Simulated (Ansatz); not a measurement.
Cl₂H₂NY, SMILES `[NH2][Y]([Cl])[Cl]` at its PBE0-D4/def2-TZVP geometry, where that method's forces vanish. Charge 0, multiplicity 1. Y takes the def2 core potential.

```tsv
atom	x (Å)	y (Å)	z (Å)
N1	0.652	-0.350	0.961
Y2	-0.477	0.258	-0.703
Cl3	-2.846	0.786	-0.281
Cl4	0.717	0.354	-2.856
H5	0.321	-0.445	1.914
H6	1.633	-0.604	0.965
```

Question: For each bond, give half the difference of the two atoms' forces along it (eV/Å; positive pushes the atoms apart) under PBE-D4, r2SCAN-D4, B3LYP-D4, ωB97M-V in def2-TZVPP. (Estimate.)

Answer: Computed: 
| bond | length (Å) | PBE-D4 | r2SCAN-D4 | B3LYP-D4 | ωB97M-V |
| --- | --- | --- | --- | --- | --- |
| N1–Y2 | 2.101 | -0.08 | 0.02 | 0.12 | 0.07 |
| N1–H5 | 1.014 | 0.26 | 0.01 | -0.04 | -0.06 |
| N1–H6 | 1.014 | 0.26 | 0.01 | -0.04 | -0.06 |
| Y2–Cl3 | 2.464 | 0.02 | 0.04 | 0.09 | 0.07 |
| Y2–Cl4 | 2.464 | 0.02 | 0.04 | 0.09 | 0.07 |

B3LYP here is the variant with VWN-RPA as its local correlation; programs differ in this.
